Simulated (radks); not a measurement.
Problem. K, 19 electrons, occupied as [Ar] 4s1. Method: non-relativistic Kohn-Sham, r2SCAN, spin-polarised, spherical densities, point nucleus; open shells are filled with parallel spins first; meta-GGA in the generalised Kohn-Sham scheme; computed with a radial shooting solver on a logarithmic mesh with Libxc functionals. Some entries of the table are withheld. Estimate them.

orbital  occ.  eigenvalue (eV)  <1/r> (bohr^-1)  <r^2> (bohr^2)
1s up       1        -3521.502            18.54        0.008938
1s down     1        -3521.487            18.54        0.008938
2s up       1        -356.5281            3.782          0.1790
2s down     1        -356.5147            3.782          0.1790
2p up       3        -283.7175            3.692          0.1525
2p down     3        -283.7017            3.692          0.1525
3s up       1         -36.4528            1.085           1.886
3s down     1         -36.4098            1.084           1.892
3p up       3         -19.4756           0.9501             (1)
3p down     3         -19.4255           0.9509             (2)
4s up       1          -2.5848           0.2517           28.39
4p up       0          -0.9215           0.1894           49.41

Solution. 
(1) 3p up <r^2> (bohr^2): 2.452
(2) 3p down <r^2> (bohr^2): 2.432
